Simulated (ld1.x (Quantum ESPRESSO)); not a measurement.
# As (Z = 33), ultrasoft: configuration errors across variants

* Element: As (Z = 33)
* Generator: ld1.x (Quantum ESPRESSO) 7.5
* Type: ultrasoft
* Functional: PBE
* Relativity: scalar-relativistic
* Frozen core: [Ne]
* Valence charge: 23
* Reference configuration: 3s2 3p6 3d10 4s2 4p2 (charge +1)
* Partial waves: 3s (bound): rcut 0.80, rcutus 0.95 bohr; 4s (bound): rcut 0.80, rcutus 0.95 bohr; 3p (bound): rcut 1.00, rcutus 1.15 bohr; 4p (bound): rcut 1.00, rcutus 1.15 bohr; 3d (bound): rcut 0.80, rcutus 1.05 bohr; 3d channel at -1 Ry: rcut 0.80, rcutus 1.05 bohr
* Local potential: all-electron potential smoothed inside 0.80 bohr (lloc = -1)
* Core correction: none
* Augmentation charge: PSQ, inside the norm-conserving radii

All-electron excitation energies from the reference (eV): (1) 3s2 3p6 3d10 4s2 4p3 -9.149; (2) 3s2 3p6 3d10 4s2 4p1 17.918; (3) 3s2 3p6 3d10 4s2 4p0 45.621; (4) 3s2 3p6 3d10 4s0 4p5 9.907; (5) 3s2 3p6 3d10 4s1 4p4 0.268; (6) 3s2 3p5 3d10 4s2 4p3 135.259; (7) 3s2 3p6 3d10 4s2 4p3.3 -10.383.

The overlap operator is not positive definite (basis up to 400 Ry) in “base”, “waves 3d (bound): rcut 0.68, rcutus 0.72 bohr; 3d channel at -1 Ry: rcut 0.68, rcutus 0.72 bohr”, “waves 3d (bound): rcut 0.76, rcutus 0.80 bohr; 3d channel at -1 Ry: rcut 0.76, rcutus 0.80 bohr”, “waves 3d (bound): rcut 0.80, rcutus 0.98 bohr; 3d channel at -1 Ry: rcut 0.80, rcutus 0.98 bohr”, “waves 3d (bound): rcut 0.80, rcutus 1.06 bohr; 3d channel at -1 Ry: rcut 0.80, rcutus 1.06 bohr”, “waves 3d (bound): rcut 0.80, rcutus 1.18 bohr; 3d channel at -1 Ry: rcut 0.80, rcutus 1.18 bohr”, “waves 3d (bound): rcut 0.80, rcutus 1.34 bohr; 3d channel at -1 Ry: rcut 0.80, rcutus 1.34 bohr”, “waves 3d (bound): rcut 0.80, rcutus 1.48 bohr; 3d channel at -1 Ry: rcut 0.80, rcutus 1.48 bohr”. Such files are unfit for use, however small their errors in these radial tests.

Errors AE − PS in meV (a dash: test not solved or not reliable):

```tsv
change	(1)	(2)	(3)	(4)	(5)	(6)	(7)	bound ghosts
base	-6.3	-31	-213	-266	-89	-658	-8.3	not determined (overlap not positive)
waves 3d (bound): rcut 0.68, rcutus 0.72 bohr; 3d channel at -1 Ry: rcut 0.68, rcutus 0.72 bohr	-5.7	-31	-209	-247	-83	-532	-7.6	not determined (overlap not positive)
waves 3d (bound): rcut 0.76, rcutus 0.80 bohr; 3d channel at -1 Ry: rcut 0.76, rcutus 0.80 bohr	-5.9	-31	-212	-249	-83	-536	-7.9	not determined (overlap not positive)
waves 3d (bound): rcut 0.80, rcutus 0.98 bohr; 3d channel at -1 Ry: rcut 0.80, rcutus 0.98 bohr	-5.3	-27	-187	-232	-78	-478	-7.0	not determined (overlap not positive)
waves 3d (bound): rcut 0.80, rcutus 1.06 bohr; 3d channel at -1 Ry: rcut 0.80, rcutus 1.06 bohr	-6.3	-31	-213	-266	-89	-658	-8.3	not determined (overlap not positive)
waves 3d (bound): rcut 0.80, rcutus 1.18 bohr; 3d channel at -1 Ry: rcut 0.80, rcutus 1.18 bohr	-4.7	-26	-175	-202	-68	-335	-6.1	not determined (overlap not positive)
waves 3d (bound): rcut 0.80, rcutus 1.34 bohr; 3d channel at -1 Ry: rcut 0.80, rcutus 1.34 bohr	-5.8	-30	-205	-227	-77	–	–	not determined (overlap not positive)
waves 3d (bound): rcut 0.80, rcutus 1.48 bohr; 3d channel at -1 Ry: rcut 0.80, rcutus 1.48 bohr	-6.5	-32	-223	–	–	–	–	not determined (overlap not positive)
```

(1) Give the same row for: waves 3d (bound): rcut 0.80, rcutus 1.58 bohr; 3d channel at -1 Ry: rcut 0.80, rcutus 1.58 bohr.

Results:

(1) -6.6, -33, -222, -269, -90, -783, -8.7; bound ghosts: not determined (overlap not positive). Its overlap operator is not positive definite in a basis up to 400 Ry (lowest eigenvalue p -1.73), so the file is unfit for use: the generalised eigenproblem breaks down once the basis is large enough, and its test numbers describe a broken file.
